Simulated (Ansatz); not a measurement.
Ideal-gas functions of `F[Si](F)([S])Cl` radical at 800 K and 1 bar, from an Ansatz frequency run at PBE0-D4/def2-TZVP.

Molar mass 133.6 g/mol, point group Cs (symmetry number 1), electronic degeneracy 2, moments of inertia 179.903, 242.009, 302.398 u Å². Harmonic wavenumbers (cm⁻¹, unscaled): 139, 157, 262, 291, 320, 507, 621, 916, 973.

Use S(trans) = R[1.5 ln M + 2.5 ln T − 1.1517]; rotational temperatures θ = 24.2544 K / I; S(rot) = R[ln(√π/σ · √(T³/θAθBθC)) + 1.5]; for each mode x = 1.438777 ν̃/T, S = R[x/(eˣ − 1) − ln(1 − e⁻ˣ)] and H = RT x/(eˣ − 1); 1 cm⁻¹ = 0.0119627 kJ/mol; R = 8.31446 J/(mol·K).

By hand: the entropy, in J/(mol·K).

Translation 190.4. Rotation: θ = 0.1348, 0.1002, 0.0802 K, giving 129.0. Vibration, mode by mode: 19.86, 18.86, 14.65, 13.79, 13.02, 9.36, 7.81, 5.04, 4.65, in all 107.1. Electronic 5.8. Sum 432.3 J/(mol·K).

By hand: H − E and G − E in kJ/mol, counted from the electronic energy.

Zero-point energy ½ × 4186 × 0.0119627 = 25.0; thermal vibration 39.6; translation, rotation and pV give 4 RT = 26.6. H − E = 91.2 kJ/mol, and G − E = 91.2 − 800 × 432.3/1000 = -254.6 kJ/mol.

Vibration gives 25 % of the entropy, 19.9 J/(mol·K) of it from the mode under 150 cm⁻¹: soft modes count most, and the harmonic formula is weakest for them.
